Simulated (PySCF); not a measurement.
Vertical excitations of a molecule C4H8Se from TDDFT-LC-ωPBE/def2-SVPD (PySCF 2.14.0), as energy in eV (oscillator strength): 4.94 (0.001), 5.97 (0.029), 7.32 (0.048), 7.37 (0.590), 7.60 (0.031), 7.71 (0.116), 7.88 (0.045), 8.01 (0.015), 8.08 (0.049), 8.18 (0.032). Lowest triplet (TDA): 4.09 eV. The structure is a stationary point at PBE-D3(BJ)/def2-SVP. One conformer was computed; it need not be the lowest.

Problem. Identify the compound among the candidates.
(A) CC1([SeH])CC1
(B) CC1C[Se]C1
(C) C=C(C)[Se]C
(D) C=CCC[SeH]

Solution. D, C=CCC[SeH]
